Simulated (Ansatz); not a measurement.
Cartesian coordinates (Å):
```xyz
4

F     -1.4934    -1.2261    -0.0094
In    -0.0004    -0.0003     0.0000
F     -0.3144     1.9058     0.0035
F      1.8081    -0.6795     0.0059
```
Charge 0, multiplicity 1.

Level of theory: frozen-core CCSD(T)/def2-TZVPP // B3LYP-D3(BJ)/def2-TZVP run with Ansatz (a quantum-chemistry and plane-wave program).

- HF energy: -487.73850 Ha
- MP2 correlation energy: -1.02957 Ha

Question: Estimate the CCSD correlation energy, the (T) correction, the total energy and the T1 diagnostic.

Answer: 
```
Property                         Value
-----------------------  -------------
CCSD correlation energy    -1.01752 Ha
(T) correction             -0.03068 Ha
CCSD(T) total energy     -488.78670 Ha
T1 diagnostic                    0.018
```
